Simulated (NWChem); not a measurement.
System: C2H4Cl2; SMILES CC(Cl)Cl

Program: NWChem. Pople sets run with spherical d functions. Each level has its own optimisation. Computed dipoles belong to the equilibrium geometry; the measured one is vibrationally averaged.

Measured dipole moment: 2.06 D (NIST CCCBDB, as tabulated in the package chemicals).

Task: Which of these levels lies farthest from the measured value, and how do the others fare: Hartree-Fock/3-21G; PBE/def2-SVP; B3LYP/6-31G*; Hartree-Fock/6-31G*; Hartree-Fock/STO-3G; LDA (Slater exchange, VWN5)/def2-SVP; BLYP/def2-SVP; PBE0/def2-SVP?

Result: Hartree-Fock/3-21G.
```json
[
 {"level": "Hartree-Fock/STO-3G", "dipole moment (D)": "2.72", "computed − measured": "+0.66"},
 {"level": "Hartree-Fock/3-21G", "dipole moment (D)": "3.06", "computed − measured": "+1.00"},
 {"level": "Hartree-Fock/6-31G*", "dipole moment (D)": "2.39", "computed − measured": "+0.33"},
 {"level": "B3LYP/6-31G*", "dipole moment (D)": "2.27", "computed − measured": "+0.21"},
 {"level": "LDA (Slater exchange, VWN5)/def2-SVP", "dipole moment (D)": "1.82", "computed − measured": "-0.24"},
 {"level": "PBE/def2-SVP", "dipole moment (D)": "1.90", "computed − measured": "-0.16"},
 {"level": "BLYP/def2-SVP", "dipole moment (D)": "1.87", "computed − measured": "-0.19"},
 {"level": "PBE0/def2-SVP", "dipole moment (D)": "2.01", "computed − measured": "-0.05"}
]
```
